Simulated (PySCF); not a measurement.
TeBr₄, SMILES Br[Te](Br)(Br)Br. Atoms are numbered in the order given.

```xyz
5

Te     0.0000     0.0000     0.4729
Br     1.9587     0.0000    -1.1598
Br     0.0000     2.6369     0.8085
Br    -1.9587     0.0000    -1.1598
Br     0.0000    -2.6369     0.8085
```

Geometry: PBE-D3(BJ)/def2-SVP. The def2 effective core potentials stand for the cores of Te; spin–orbit coupling is left out.

Method: PBE/def2-TZVP run with PySCF.

ESP charges are fitted to the potential on shells at 1.4 to 2.0 van der Waals radii. Atomic charges (e):

```tsv
atom	Mulliken	ESP fit
Te1	0.74	(withheld)
Br2	-0.11	(withheld)
Br3	-0.26	(withheld)
Br4	-0.11	(withheld)
Br5	-0.26	(withheld)
```

What belongs in the gaps? (Estimate from the structure and the level; the computed values follow.)


- Te1, ESP fit: 0.43
- Br2, ESP fit: -0.04
- Br3, ESP fit: -0.18
- Br4, ESP fit: -0.04
- Br5, ESP fit: -0.18

Computed Mayer and Wiberg (Löwdin basis) orders of the bonds:
| bond | Mayer | Wiberg |
|---|---|---|
| Te1–Br2 | 1.07 | 1.47 |
| Te1–Br3 | 0.91 | 1.32 |
| Te1–Br4 | 1.07 | 1.47 |
| Te1–Br5 | 0.91 | 1.32 |
